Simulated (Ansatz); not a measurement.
The molecule MgH, multiplicity 2 (the spin of the measured ground state).

The constants come from a fifth-degree fit in 1/R (seven points, main isotopes). In def2 and cc sets the state is the lowest found near the PBE0 minimum, followed along R.

Correlated levels freeze the inner cores; with def2 sets outer-core shells near the valence are correlated too.

Run with Ansatz (Gaussian basis) for Hartree–Fock, density functionals and correlated methods. Each number belongs to the level named beside it.

Quantity: ω_e, from seven points a level.

Costs are ratios of core time to PBE/def2-TZVPP (roughly 4 s), for whole runs (searches for the state included, and forces where a run took them) on one shared machine, so rough; each error counts from the measured 1492.8 cm⁻¹ [Irikura, J. Phys. Chem. Ref. Data 36, 389 (2007)].

```
level               basis functions  cost  error (cm⁻¹)
------------------  ---------------  ----  ------------
SVWN5/def2-TZVPP                 46  ×0.7           -87
PBE/def2-TZVPP                   46    ×1           -84
B3LYP/def2-TZVPP                 46    ×1           -44
PBE0/def2-TZVPP                  46    ×1           -29
BHLYP/def2-TZVPP                 46    ×1             7
r2SCAN/def2-TZVPP                46    ×2           -34
B2PLYP/def2-TZVPP                46    ×2            -7
B97M-V/def2-TZVPP                46    ×2           -56
wB97X-V/def2-TZVPP               46    ×3            17
wB97M-V/def2-TZVPP               46    ×3           -28
CCSD(T)/def2-TZVPP               46    ×5           -11
CCSD(T)/def2-QZVPP               93   ×20            32
```

What the step from CCSD(T)/def2-TZVPP to CCSD(T)/def2-QZVPP costs and buys: 46 to 93 functions, cost ×3 (rough); the error goes from -11 to 32 cm⁻¹.

Ansatz is a program for electronic structure.
